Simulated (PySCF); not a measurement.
## Telling isomers of C₉H₁₅N apart by NMR

Theoretical values (PySCF 2.14): geometry: GFN2-xTB, shielding tensors at PBE0/pcSseg-1 (GIAO). Non-relativistic, in vacuum, single conformer, rapidly exchanging positions averaged.

Shifts are taken against calculated references (same method and geometry level): 1H and 13C against TMS. Where no couplings were computed, multiplicities follow the n + 1 count of equivalent neighbours, and m marks all less simple cases (inequivalent or close neighbours, rings, F or P nearby). Shifts are as computed. Against solution values, carbons near 30 ppm lie about +3 ppm off and those near 130 ppm about +5 ppm. Of 1211 compounds with measured shifts, 218 miss one by over three times the rms of a fit or turn the order of signals round; such compounds aren't used in these exercises.

(1) Tabulate the signals of `C=CCC(/C=N\C)=C\CC`, `C=N[C@H]1CCCC12CCC2` and their relative energies.

(2) What is the quickest way to tell C=CCC(/C=N\C)=C\CC from C=N[C@H]1CCCC12CCC2?

Answers

(1) 
```json
{"SMILES": "C=CCC(/C=N\\C)=C\\CC", "carbon types": "1×C 3×CH 3×CH2 2×CH3", "δC": "166.2, 145.2, 143.2, 133.8, 122.4, 43.7, 39.5, 26.5, 17.0", "δH": "8.09 (s, 1H), 5.99 (m, 1H), 5.60 (t, 1H), 5.45 (m, 1H), 5.33 (m, 1H), 3.71 (s, 3H), 2.93 (d, 2H), 2.32 (m, 2H), 1.17 (t, 3H)", "E rel. (kcal/mol)": "16.7"}
{"SMILES": "C=N[C@H]1CCCC12CCC2", "carbon types": "1×C 1×CH 7×CH2", "δC": "152.5, 91.0, 48.0, 46.5, 39.7, 39.0, 32.0, 29.2, 15.8", "δH": "7.73 (d, 1H), 7.20 (d, 1H), 3.03 (m, 1H), 2.61 (m, 1H), 2.22 (m, 1H), 2.12 (m, 1H), 2.11 (m, 1H), 2.03 (m, 1H), 1.83 (m, 1H), 1.78 (m, 1H), 1.76 (m, 1H), 1.75 (m, 1H), 1.74 (m, 1H), 1.58 (m, 1H), 1.53 (m, 1H)", "E rel. (kcal/mol)": "0.0"}
```

Energies are electronic energies at PBE0/pcSseg-1 on these geometries, without zero-point or thermal terms, each for the one conformer computed, which needn't be the lowest.

(2) Both give the same number of carbon signals, but DEPT or the intensities differ. The first has a C=N carbon (CH) at 166.2 ppm, the second a quaternary sp3 carbon in a ring (C) at 48.0 ppm. Their most deshielded carbons lie at 166.2 and 152.5 ppm.
